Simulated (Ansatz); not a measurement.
`C[C@]1(F)O[Si@H]1O` → `C=C(F)[SiH](O)O`  (isomerisation)

Program: Ansatz. Geometries: PBE0-D4/def2-TZVP. ΔE: electronic, gas phase. CCSD(T)/CBS is the MP2 limit (def2-TZVPP, def2-QZVPP) plus CCSD(T) − MP2 in def2-TZVPP, frozen cores. Functionals use def2-TZVPP. B3LYP here is the variant with VWN-RPA as its local correlation; programs differ in this. HSE06 is defined as in plane-wave codes. Each species was taken in one conformer, which may not be the lowest.

`C[C@]1(F)O[Si@H]1O`:

Z-matrix (Å, degrees):
```
C
C 1 1.489
H 1 1.090 2 110.5
H 1 1.091 2 110.2 3 120.5
H 1 1.094 2 109.4 3 -119.7
F 2 1.380 1 109.7 3 -179.0
O 2 1.449 1 114.4 3 57.5
Si 2 1.814 1 133.2 3 -13.3
O 8 1.623 2 123.5 1 -161.0
H 8 1.470 2 127.2 1 -0.4
H 9 0.961 8 117.2 2 -15.7
```

`C=C(F)[SiH](O)O`:

Z-matrix (Å, degrees):
```
Si
O 1 1.632
C 1 1.880 2 110.4
O 1 1.638 2 111.2 3 -118.4
H 1 1.476 2 105.1 3 120.6
H 2 0.959 1 117.5 3 68.3
F 3 1.363 1 113.6 2 -159.9
C 3 1.322 1 127.5 2 19.4
H 4 0.959 1 117.0 2 140.6
H 8 1.082 3 119.1 1 0.9
H 8 1.084 3 122.1 1 -179.6
```

| level | ΔE (kJ/mol) | difference from CCSD(T)/CBS |
| --- | --- | --- |
| LDA (SPW92) | -58.3 | 36.4 |
| PBE-D4 | -72.9 | 21.8 |
| revPBE-D4 | -75.2 | 19.5 |
| BLYP-D4 | -94.8 | -0.1 |
| r2SCAN-D4 | -79.9 | 14.8 |
| B97M-V | -80.9 | 13.8 |
| PBE0-D4 | -77.9 | 16.8 |
| B3LYP-D4 | -96.9 | -2.2 |
| r2SCANh-D4 | -81.4 | 13.3 |
| r2SCAN0-D4 | -83.4 | 11.3 |
| HSE06-D4 | -77.7 | 17.0 |
| BHLYP-D4 | -103.0 | -8.3 |
| CAM-B3LYP-D4 | -92.4 | 2.3 |
| ωB97X-V | -79.1 | 15.6 |
| ωB97M-V | -87.6 | 7.1 |
| B2PLYP | -94.1 | 0.6 |
| PBE | -72.3 | 22.4 |
| revPBE | -75.9 | 18.8 |
| BLYP | -93.9 | 0.8 |
| r2SCAN | -79.6 | 15.1 |
| PBE0 | -77.2 | 17.5 |
| B3LYP | -95.9 | -1.2 |
| r2SCANh | -81.1 | 13.6 |
| r2SCAN0 | -83.1 | 11.6 |
| HSE06 | -77.1 | 17.6 |
| CAM-B3LYP | -91.6 | 3.1 |
| LC-ωPBE | -70.8 | 23.9 |
| RPA@PBE/def2-TZVPP | -87.7 | 7.0 |
| HF/def2-SVP | -112.4 | -17.7 |
| CCSD(T)/def2-SVP | -81.5 | 13.2 |
| HF/def2-TZVPP | -119.7 | -25.0 |
| MP2/def2-TZVPP | -88.2 | 6.5 |
| SCS-MP2/def2-TZVPP | -92.9 | 1.8 |
| CCSD(T)/def2-TZVPP | -93.6 | 1.1 |
| HF/def2-QZVPP | -119.5 | -24.8 |
| MP2/def2-QZVPP | -88.7 | 6.0 |
| SCS-MP2/def2-QZVPP | -93.8 | 0.9 |
| HF/CBS(def2) | -119.4 | -24.7 |
| MP2/CBS(def2) | -89.2 | 5.5 |
| CCSD/CBS(def2) | -98.0 | -3.3 |
| CCSD(T)/CBS | -94.7 | 0 |

Problem. What do rigid-rotor, harmonic-oscillator terms from PBE0-D4/def2-TZVP frequencies (298.15 K, 1 bar) make of the CCSD(T)/CBS value? (Estimate.)

Solution. Ansatz gave: ΔZPE = -4.4 kJ/mol, ΔH = -96.5 kJ/mol, ΔS = 25 J/(mol·K), ΔG = -104.0 kJ/mol. Modes under 50 cm⁻¹ make the entropy rough.

Largest T1 diagnostic among the species: 0.013.

From r2SCAN to r2SCAN0 (25 % exact exchange), in def2-TZVPP and without D4, ΔE moves by −3.4 kJ/mol. Leaving LDA and LC-ωPBE aside and taking each functional with its dispersion term where it has one, the values spread over 30.1 kJ/mol, from BHLYP-D4 to PBE-D4. LDA lies +14.0 kJ/mol from PBE without D4. In def2-TZVPP, CCSD(T) changes the Hartree–Fock value by +26.1 kJ/mol (the triples alone add +3.3 kJ/mol) and MP2 by +31.6 kJ/mol.
